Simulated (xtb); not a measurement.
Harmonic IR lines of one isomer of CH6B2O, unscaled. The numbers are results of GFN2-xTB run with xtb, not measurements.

```csv
wavenumber (cm⁻¹),relative intensity
351,3.7
762,4.4
862,88
892,58
924,5.8
962,7.4
1021,20
1171,14
1180,21
1199,6.2
1376,100
1416,11
2500,85
2626,79
2664,30
2715,44
2837,15
2889,14
```

Q: Identify which structure gives these lines.
A) `CBBO`
B) `BB(C)O`
C) `BCBO`
D) `BCOB`

A: D, `BCOB`
